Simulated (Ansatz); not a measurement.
Cartesian coordinates in Å:
```
C -0.7483 -0.7560 -1.0151
Ti 0.5088 0.0127 0.4232
O 1.4994 1.2392 -0.4167
O -0.5586 0.7096 1.6632
F 1.4726 -1.3514 0.9973
H -0.1460 -1.1788 -1.8245
H -1.3705 -1.5399 -0.5736
H -1.3898 0.0340 -1.4143
H 1.5680 2.1937 -0.4145
H -0.8356 0.6370 2.5751
```

Total charge 0; spin multiplicity 1.

(1) List the PBE0/def2-TZVPP orbital energies in eV (the Gaussian-basis code of Ansatz). (An estimate is asked.)

Answers

(1) Ansatz gave: Occupied: -4875.26, -673.22, -545.73, -522.98, -522.82, -455.40, -455.37, -455.33, -277.43, -66.95, -42.74, -42.59, -42.18, -31.44, -27.49, -27.27, -18.77, -14.42, -14.12, -12.30, -11.79, -11.68, -11.24, -11.02, -10.27, -9.94, -9.70, -9.66, -7.93. Lowest empty: -1.46, -1.36, -0.46, -0.39, -0.10, 0.02, 1.40, 1.68.
